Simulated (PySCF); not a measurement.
In (indium, neutral): M06-2X calculation

Configuration: [Kr] 4d10 5s1 5p2, high-spin 4P determinant (an excited configuration). Calculation: PySCF 2.14, in x2c-QZVPPall with one added diffuse shell each of s, p, d, f type (14s10p8d5f1g, 128 functions); scalar relativity by spin-free X2C-1e.

| Property | Result |
| --- | --- |
| Total energy | -5881.35 hartree |
| One-electron energy | -8092.46 hartree |
| Hartree (Coulomb) energy | 2372.98 hartree |
| Exchange-correlation energy | -161.87 hartree |
| ⟨S²⟩ | 3.7510 |
| ⟨L²⟩ | 2.010 |
| Sum of ⟨r⟩ | 35.31 bohr |
| Sum of ⟨r²⟩ | 60.47 bohr² |
| Traceless quadrupole moment −½Σ⟨3z² − r²⟩ along its main axis | 5.36 e·bohr² |
| Langevin diamagnetic susceptibility | -47.9 ×10⁻⁶ cm³/mol |
| Time after the integrals | of the order of 12 core-seconds |

```tsv
shell	electrons	mean orbital energy (hartree)	spread (hartree)	rms radius, mean of both spins (bohr)
1s α	1	-1024.99903	0	0.0341
1s β	1	-1024.99515	0	0.0341
2s α	1	-154.96743	0	0.139
2s β	1	-154.96437	0	0.139
2p α	3	-139.27614	0.00060	0.124
2p β	3	-139.27425	0.00203	0.124
3s α	1	-30.02374	0	0.373
3s β	1	-30.01760	0	0.373
3p α	3	-24.84652	0.00275	0.373
3p β	3	-24.84212	0.00508	0.373
3d α	5	-16.69617	0.00420	0.352
3d β	5	-16.69434	0.00457	0.352
4s α	1	-4.84738	0	0.906
4s β	1	-4.83726	0	0.906
4p α	3	-3.25796	0.00685	0.988
4p β	3	-3.25102	0.01207	0.988
4d α	5	-0.91550	0.00949	1.28
4d β	5	-0.90254	0.01660	1.28
5s α	1	-0.44499	0	2.78
5p α	2	-0.19562	0	3.62
```

Densities and radii are taken from the X2C orbitals without a picture-change correction, which distorts them close to the nucleus.
